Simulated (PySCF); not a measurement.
**Oscillator strengths, rates and cross-sections**

Compound: C5H8F2O2.
Numbering: `[F:1][CH2:2][C@@H:3]1[CH2:4][O:5][C@@H:6]([F:7])[CH2:8][O:9]1` (hydrogens: H10, H11 on C2; H12 on C3; H13, H14 on C4; H15 on C6; H16, H17 on C8)

The calculation used TDDFT PBE0/def2-SVPD, vertical, gas phase, core orbitals frozen in the response (PySCF). One conformer (not necessarily the lowest) at the GFN2-xTB geometry, without solvent, vibrations or thermal averaging.

Relations used (vacuum, state to state): A = 0.6670 f ν̃² s⁻¹ (ν̃ in cm⁻¹); τ = 1/A; f = (2/3) ΔE |μ|² in atomic units; ∫σ dE = 109.76 f Mb·eV.

The rates are for emission to S0 at the absorption energy, with no other channel.

Energies and rates of the computed singlets with f of 0.002 or more:

```tsv
state	E (eV)	A (s⁻¹)
S2	7.46	1.54×10⁷
S3	7.79	3.63×10⁷
S4	7.94	2.17×10⁷
S5	8.00	6.51×10⁷
S6	8.16	4.42×10⁷
```

Task: Which f and |μ| stand behind these rates?

Result: f = A / (0.6670 ν̃²), and |μ| follows from f:

```tsv
state	f	|μ| (D)	τ	main configurations (H = HOMO, L = LUMO)
S2	0.0064	0.47	65 ns	H→L+1 (80%), H→L (16%)
S3	0.014	0.68	28 ns	H→L+2 (85%), H-1→L (9%)
S4	0.0079	0.51	46 ns	H-1→L (54%), H→L+3 (24%)
S5	0.023	0.88	15 ns	H→L+3 (69%), H-1→L (16%)
S6	0.015	0.70	23 ns	H→L+4 (84%), H-1→L+1 (11%)
```

Task: What is the integrated cross-section of all computed states together?

Result: Σf = 0.067 over S1 to S6, so 109.76 × Σf ≈ 7.39 Mb·eV.

Task: Which computed singlets stay under f = 0.002?

Result: S1 (7.08 eV, f 0.0005).

Task: Suppose S2 emitted 0.3 eV lower with the same transition dipole. How would A change?

Result: At fixed |μ|, A goes as the cube of the energy: (7.16/7.46)³ = 0.88, which makes τ about 74 ns.

Without π bonds the low states may be Rydberg-like; a valence basis with one diffuse set may place them up to an eV too high.
